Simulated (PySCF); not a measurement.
CH6O2Si2, SMILES O[Si@H]1OC[SiH2]1. Atoms are numbered in the order given.

```xyz
11

O      2.0169     1.0697    -0.1380
Si     0.5501     0.4506    -0.6582
O      0.4026    -1.2424    -0.4664
C     -0.7812    -1.4763     0.3418
Si    -1.3619     0.3444     0.7095
H      2.2314     0.8905     0.7947
H      0.5047     0.8885    -2.0900
H     -1.5281    -2.0685    -0.2318
H     -0.5150    -2.0649     1.2477
H     -2.7268     0.7114     0.1877
H     -1.2700     0.7526     2.1582
```

Geometry optimised at PBE-D3(BJ)/def2-SVP. The structure was generated by enumeration; whether it is a known compound was not checked. The values are those of a single conformer.

These are PBE/pcSseg-1 (PySCF) values and carry that method's errors.

GIAO shieldings, no solvent; atoms listed in one row are averaged. δ = σ(ref) − σ: ¹⁷O against H2O (σ = 334.3 ppm); ²⁹Si against TMS (σ = 335.4 ppm); ¹³C against TMS (σ = 182.0 ppm); ¹H against TMS (σ = 31.49 ppm), references at their B3LYP-D3(BJ)/def2-TZVP geometries, non-relativistic.

**Question.** Estimate the chemical shifts. (An estimate is asked for; the answer gives what the named calculation found.)

**Answer.** 
```
nucleus  atoms  count  δ (ppm)
-------  -----  -----  -------
¹⁷O         O3      1    163.4
¹⁷O         O1      1    112.4
²⁹Si       Si2      1     19.4
²⁹Si       Si5      1    -29.3
¹³C         C4      1     63.9
¹H          H7      1     6.09
¹H         H10      1     5.46
¹H         H11      1     5.32
¹H          H8      1     4.98
¹H          H9      1     4.86
¹H          H6      1     3.09
```
